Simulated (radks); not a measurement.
These are the eigenvalues of the occupied orbitals of an atom or ion with whole-number occupations (eV). Method: Dirac Kohn-Sham, BLYP, spin-unpolarised, spherical densities, point nucleus; computed with a radial shooting solver on a logarithmic mesh with Libxc functionals.

| orbital | eigenvalue |
|---|---|
| 1s1/2 | -83065.11 |
| 2s1/2 | -14716.83 |
| 2p1/2 | -14118.41 |
| 2p3/2 | -12169.77 |
| 3s1/2 | -3498.528 |
| 3p1/2 | -3229.503 |
| 3p3/2 | -2797.888 |
| 3d3/2 | -2353.368 |
| 3d5/2 | -2260.904 |
| 4s1/2 | -775.9100 |
| 4p1/2 | -660.6734 |
| 4p3/2 | -556.4153 |
| 4d3/2 | -368.3333 |
| 4d5/2 | -348.9044 |
| 5s1/2 | -126.9089 |
| 4f5/2 | -106.8547 |
| 4f7/2 | -102.6618 |
| 5p1/2 | -88.8936 |
| 5p3/2 | -70.5698 |
| 5d3/2 | -19.8451 |
| 5d5/2 | -17.9724 |
| 6s1/2 | -14.7655 |

Which element is it, and in what charge state? The configuration may be excited. Open shells, if any, fill j = l - 1/2 first.

Answer. Z = 80, mercury, charge +1: Hg+ in [Xe] 4f14 5d10 6s1. The list shows which subshells hold electrons but not how many an open one holds; the 1s level, -3052.6 hartree, gives Z - s = 78.1 by -(Z - s)^2/2, which with screening and relativity narrows Z to a few neighbours, and the depths of the outer levels then fix element, charge and occupations together.
